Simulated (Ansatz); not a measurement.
Ansatz (a quantum-chemistry and plane-wave program) input (CCSD(T)/def2-SVPD):

Ansatz 0.2 input:
```yaml
crystal:
  periodic: [false, false, false]
  atoms:
    - {symbol: Cs, position_ang: [-0.00000000, -0.00000000, -0.35080573]}
    - {symbol: F, position_ang: [0.00000000, 0.00000000, 2.14381277]}
basis:
  gaussian:
    orbitals: def2-SVPD
total_charge: -1
magnetization: {spin_polarized: true, initial_magnetization: 1}
correlation: {method: ccsd_t, electrons: outside_noble_gas}
output: {forces: true}
```

Output:

```
Functional definition: HF
integrals: 0.03 GiB planned
474 factors; integrals over basis functions are off by at most 6.8e-4 eV
mean field: 0.10 GiB planned
mean field evaluation 1: about -3240.5226 eV, gradient 3.0e1 eV
mean field evaluation 2: about -3240.6531 eV, gradient 3.0e1 eV
mean field evaluation 4: about -3245.2377 eV, gradient 4.5e0 eV
mean field evaluation 8: about -3245.4543 eV, gradient 2.5e-1 eV
mean field evaluation 16: about -3245.4561 eV, gradient 1.1e-6 eV
mean field evaluation 32: about -3245.4561 eV, gradient 4.2e-3 eV
mean field evaluation 64: about -3245.4561 eV, gradient 1.9e-3 eV
mean field evaluation 96: about -3245.4287 eV, gradient 3.9e-1 eV
mean field evaluation 128: about -3240.5010 eV, gradient 3.0e1 eV
mean field evaluation 160: about -3245.1500 eV, gradient 7.1e-4 eV
mean field evaluation 192: about -3245.1481 eV, gradient 9.7e-2 eV
mean field evaluation 224: about -3244.3630 eV, gradient 3.1e-1 eV
mean field evaluation 256: about -3243.9797 eV, gradient 1.8e-3 eV
mean field evaluation 288: about -3241.0843 eV, gradient 2.5e-2 eV
mean field evaluation 320: about -3241.2516 eV, gradient 2.7e0 eV
mean field evaluation 352: about -3240.5644 eV, gradient 1.7e0 eV
mean field evaluation 384: about -3240.2155 eV, gradient 2.0e0 eV
mean field evaluation 416: about -3241.1984 eV, gradient 1.3e0 eV
mean field evaluation 448: about -3240.2869 eV, gradient 8.8e-2 eV
mean field evaluation 480: about -3240.4052 eV, gradient 6.6e-1 eV
mean field evaluation 512: about -3240.1885 eV, gradient 1.3e-3 eV
mean field evaluation 544: about -3240.0386 eV, gradient 1.4e-2 eV
mean field evaluation 576: about -3240.0404 eV, gradient 1.8e-3 eV
mean field evaluation 608: about -3239.9206 eV, gradient 1.1e-2 eV
mean field evaluation 640: about -3241.1902 eV, gradient 1.3e0 eV
mean field evaluation 672: about -3241.1728 eV, gradient 2.0e-1 eV
mean field evaluation 704: about -3245.1496 eV, gradient 6.6e-2 eV
mean field evaluation 736: about -3245.2363 eV, gradient 5.2e-1 eV
mean field evaluation 768: about -3244.4853 eV, gradient 4.7e0 eV
mean field evaluation 800: about -3239.9553 eV, gradient 1.2e0 eV
mean field evaluation 832: about -3243.9797 eV, gradient 6.7e-3 eV
mean field evaluation 864: about -3240.3782 eV, gradient 3.1e0 eV
mean field evaluation 896: about -3245.3439 eV, gradient 7.5e-1 eV
mean field -3245.45607930 eV, -119.2683110652 hartree, gradient 5.3e-6 eV, S^2 0.750075; 16 other end points of the search recorded, 0 dependent functions left out
determinant -3245.45607930 eV, -119.2683110652 hartree, with singles and doubles -3251.43229250 eV, -119.4879328495 hartree
determinant -3245.14998024 eV, -119.2570621322 hartree, with singles and doubles -3251.12311102 eV, -119.4765706395 hartree
determinant -3244.97997177 eV, -119.2508144361 hartree, with singles and doubles -3250.96311224 eV, -119.4706907927 hartree
determinant -3244.36226105 eV, -119.2281139859 hartree, with singles and doubles -3250.34011789 eV, -119.4477961729 hartree
determinant -3243.97974301 eV, -119.2140567072 hartree, with singles and doubles -3249.96872260 eV, -119.4341476476 hartree
determinant -3245.45607930 eV, -119.2683110652 hartree, with singles and doubles -3251.43750258 eV, -119.4881243164 hartree
determinant -3245.14998024 eV, -119.2570621322 hartree, with singles and doubles -3251.12635611 eV, -119.4766898944 hartree
determinant -3244.97997177 eV, -119.2508144361 hartree, with singles and doubles -3250.96254241 eV, -119.4706698519 hartree
5 core orbitals not correlated, not the lowest: weight in the atoms' cores, before any rotation towards them, 0.760 or more for the frozen orbitals, at most 0.258 for the correlated occupied ones
reference -3245.45607930 eV, -119.2683110652 hartree; 5, 4 occupied and 40, 41 virtual orbitals, 474 factors
densities: 0.15 GiB planned
second order -6.02708318 eV of doubles, -0.00000000 eV of singles
coupled cluster: 0.12 GiB planned
cycle   1  -5.98142291 eV  change    3.7e-7 eV  update   2.4e-6
cycle   2  -5.98142297 eV  change   -6.3e-8 eV  update   1.8e-6
cycle   3  -5.98142291 eV  change    6.7e-8 eV  update   9.7e-7
cycle   4  -5.98142281 eV  change    9.7e-8 eV  update   4.2e-7
cycle   5  -5.98142287 eV  change   -6.0e-8 eV  update   1.3e-7
perturbative correction -0.13098536 eV, -0.0048136232 hartree
the calculation of the forces begins
Total energy: -3251.56848753 eV, -119.4929379245 hartree
Atom 0 at    -0.000000    -0.000000    -0.350806 Å, force     0.000000    -0.000000    -0.727286 eV/Å
Atom 1 at     0.000000     0.000000     2.143813 Å, force     0.000000    -0.000000     0.727286 eV/Å
Dipole moment:     0.000000     0.000000     0.711383 e Å
```
